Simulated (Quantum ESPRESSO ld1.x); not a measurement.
Values are calculated unless marked as measured or tabulated.
Zr6+, 34 electrons, occupied as [Ar] 3d10 4s2 4p4. Level of theory: scalar-relativistic Kohn-Sham, LDA (Slater exchange, VWN5 correlation), spin-polarised, spherical densities, point nucleus; open shells are filled with parallel spins first (ld1.x of Quantum ESPRESSO 7.5).

X-ray form factor f0, the Fourier transform of the density (f0(0) = 34):

sin(theta)/lambda (1/angstrom)  f0 (electrons)
0.05                                    33.733
0.1                                     32.964
0.15                                    31.779
0.2                                     30.300
0.25                                    28.657
0.3                                     26.967
0.4                                     23.770
0.5                                     21.036
0.6                                     18.737
0.8                                     14.938
1                                       11.842
1.25                                     9.007
1.5                                      7.250
2                                        5.553
